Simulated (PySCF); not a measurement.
AlAsH4O2, SMILES [Al]([OH])([OH])[AsH2]. Heavy atoms are numbered as in [Al:1]([AsH2:2])([OH:5])[OH:7]. Hydrogens are named by the atom that carries them.

The structure is a stationary point at PBE0-D3(BJ)/def2-SVP. The structure was generated by enumeration; whether it is a known compound was not checked. The values are those of a single conformer.

Method: PySCF with PBE0/pcSseg-1.

GIAO shieldings, no solvent; atoms alike by connectivity are averaged. δ = σ(ref) − σ: ⁷⁵As against AsH3 (σ = 1910.2 ppm); ¹H against TMS (σ = 31.56 ppm); ¹⁷O against H2O (σ = 334.2 ppm), references at their B3LYP-D3(BJ)/def2-TZVP geometries, non-relativistic.

```tsv
nucleus	atoms	count	δ (ppm)
⁷⁵As	As2 (AsH2)	1	-208.4
¹H	H on O5	2	2.10
¹H	H on As2	2	1.41
¹⁷O	O5 (OH)	2	46.3
```
